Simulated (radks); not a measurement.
Results of a calculation; reference values are marked as such.
Question: Excited configurations of Yb II: one electron is placed in a higher orbital outside [Xe] 4f14. The ground configuration is [Xe] 4f14 6s1. Level of theory: scalar-relativistic Kohn-Sham, PBE, spin-unpolarised, spherical densities, point nucleus (a radial shooting solver on a logarithmic mesh with Libxc functionals). Excitation = E - E(ground); binding = E(ion) - E, where the ion is the core of charge +2; n* = 2/sqrt(2 binding) in atomic units, and the quantum defect is n - n*.

outer orbital  excitation (eV)  binding (eV)     n*  quantum defect  eigenvalue (eV)  <r> (bohr)
5d                       2.941         9.304  2.419           2.581           -5.615       3.001
5f                       8.757         3.488  3.950           1.050           -2.485       8.749
6p                       3.788         8.457  2.537           3.463           -6.311       4.601
6d                       7.534         4.711  3.399           2.601           -3.525       7.501
6f                       9.897         2.348  4.815           1.185           -1.788       14.94
7p                       7.750         4.495  3.480           3.520           -3.514       9.015
7d                       9.341         2.904  4.329           2.671           -2.267       13.17
7f                      10.570         1.675  5.699           1.301           -1.317       22.47

Estimate the row for 7s.

Answer: excitation (eV) 6.510; binding (eV) 5.735; n* 3.080; quantum defect 3.920; eigenvalue (eV) -4.537; <r> (bohr) 7.400. The Delta-SCF ionisation energy is 12.245 eV (NIST Atomic Spectra Database: 12.179 eV, measured). Self-interaction in the functional shifts the binding energies and quantum defects, so they are the method's values and not measured ones. Spin polarisation and multiplet splitting are left out, so open shells lie too high by an amount that depends on their filling.

Beside tabulated values, note that spin-unpolarised runs miss the spin-polarisation part of the exchange energy of open shells.
